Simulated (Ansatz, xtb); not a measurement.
Relative energy of two conformers of C2H6BeFSi

Structure a is `CC[SiH][Be][F]`, a doublet and structure b is `CC[SiH][Be][F]`, a doublet. Both are isolated molecules in the gas phase, relaxed with PBE0-D3(BJ)/def2-SVP.

a (Å):

```yaml
atoms:
  - { symbol: C, position_ang: [-0.8196, -0.4325, -1.5750] }
  - { symbol: C, position_ang: [0.1963, -0.9690, -2.5769] }
  - { symbol: Be, position_ang: [2.6257, 0.6084, -0.6180] }
  - { symbol: F, position_ang: [3.0707, 1.2132, 0.5599] }
  - { symbol: Si, position_ang: [1.9073, -0.1582, -2.4572] }
  - { symbol: H, position_ang: [-0.9914, 0.6473, -1.7093] }
  - { symbol: H, position_ang: [-1.7941, -0.9353, -1.6766] }
  - { symbol: H, position_ang: [-0.4832, -0.5832, -0.5359] }
  - { symbol: H, position_ang: [0.3352, -2.0572, -2.4468] }
  - { symbol: H, position_ang: [-0.1676, -0.8382, -3.6106] }
  - { symbol: H, position_ang: [2.8645, -0.7517, -3.4430] }
```

b (Å):

```yaml
atoms:
  - { symbol: C, position_ang: [3.3845, 1.8124, 0.3932] }
  - { symbol: C, position_ang: [2.6861, 0.5119, 0.7890] }
  - { symbol: Be, position_ang: [1.0399, -0.7073, -2.0666] }
  - { symbol: F, position_ang: [0.9931, -1.3898, -3.2840] }
  - { symbol: Si, position_ang: [1.0651, 0.1835, -0.1421] }
  - { symbol: H, position_ang: [3.6632, 1.8155, -0.6724] }
  - { symbol: H, position_ang: [2.7375, 2.6870, 0.5638] }
  - { symbol: H, position_ang: [4.3070, 1.9648, 0.9770] }
  - { symbol: H, position_ang: [2.4524, 0.5177, 1.8677] }
  - { symbol: H, position_ang: [3.3529, -0.3519, 0.6293] }
  - { symbol: H, position_ang: [0.0655, 1.2613, 0.1497] }
```

Question: Which of the two would you expect CCSD(T)/def2-SVP + ΔMP2/def2-TZVPP electronic energies to favour?

Answer: Too close to call at this level: CCSD(T)/def2-SVP + ΔMP2/def2-TZVPP gives E(b) − E(a) = +0.16 kcal/mol.

Level by level:

```json
{"level": "PBE0-D3(BJ)/def2-SVP", "geometry": "PBE0-D3(BJ)/def2-SVP", "E(b) − E(a) (kcal/mol)": "+0.31", "departure from the last row (kcal/mol)": "+0.15", "job, with rough time for the two": "optimisation, 2 min"}
{"level": "HF/def2-SVP", "geometry": "PBE0-D3(BJ)/def2-SVP", "E(b) − E(a) (kcal/mol)": "+0.03", "departure from the last row (kcal/mol)": "−0.13", "job, with rough time for the two": "part of the CCSD(T) run"}
{"level": "MP2/def2-SVP", "geometry": "PBE0-D3(BJ)/def2-SVP", "E(b) − E(a) (kcal/mol)": "+0.13", "departure from the last row (kcal/mol)": "−0.03", "job, with rough time for the two": "part of the CCSD(T) run"}
{"level": "CCSD(T)/def2-SVP", "geometry": "PBE0-D3(BJ)/def2-SVP", "E(b) − E(a) (kcal/mol)": "+0.10", "departure from the last row (kcal/mol)": "−0.06", "job, with rough time for the two": "single point"}
{"level": "CCSD(T)/def2-SVP + ΔMP2/def2-TZVPP", "geometry": "PBE0-D3(BJ)/def2-SVP", "E(b) − E(a) (kcal/mol)": "+0.16", "departure from the last row (kcal/mol)": "", "job, with rough time for the two": "single point, 77 s"}
```

The largest departure from CCSD(T)/def2-SVP + ΔMP2/def2-TZVPP is that of PBE0-D3(BJ)/def2-SVP, 0.15 kcal/mol. Levels run at GFN2-xTB geometries aren't shown. The last row adds to CCSD(T) the change of the MP2 difference between the two basis sets, here +0.06 kcal/mol.

With harmonic frequencies from PBE0-D3(BJ)/def2-SVP (ideal gas, rigid rotor, one conformer each, 400 K, 1 atm): on the last row, ΔE + ΔZPE = +0.29 kcal/mol. A mode under 50 cm⁻¹ makes harmonic enthalpies and free energies unreliable, so none is given.

Open shells are spin-unrestricted. The correlated steps freeze 8 core orbitals; the last core shell of Be is correlated, in a basis made for valence electrons. Run with Ansatz 0.2.0; the last row on 2 threads of Arm Neoverse V1 on a shared host.
